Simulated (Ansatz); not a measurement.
An input meant for the cluster Ag2H2 (charge 0, singlet).

```yaml
crystal:
  periodic: [false, false, false]
  atoms:
    - {symbol: Ag, position_ang: [-1.591905, -1.234923, -0.293806]}
    - {symbol: Ag, position_ang: [0.575988, 0.383029, 0.132776]}
    - {symbol: H, position_ang: [2.063467, 0.509012, 0.832700]}
    - {symbol: H, position_ang: [-1.047550, 0.342882, -0.671681]}
basis:
  gaussian: {orbitals: def2-SVPD, fitting: {mean_field: cc-pVTZ-jkfit}}
hamiltonian: {xc: {name: r2SCANh}, dispersion: d3bjatm}
output: {forces: true}
```

```sh
$ ansatz run in.yaml --threads 4 --pin off --events-out ev --progress --plain --max-ram 3916MiB
```

It prints (some lines left out):

```
Functional definition: r2SCANh
Error: [file] the basis set cc-pVTZ-JKFIT has no functions for Ag
```

It took 0.25 s on 4 threads of Arm Neoverse V2 on a shared host.

In the def2 sets Ag takes a core potential; there is no spin–orbit coupling.
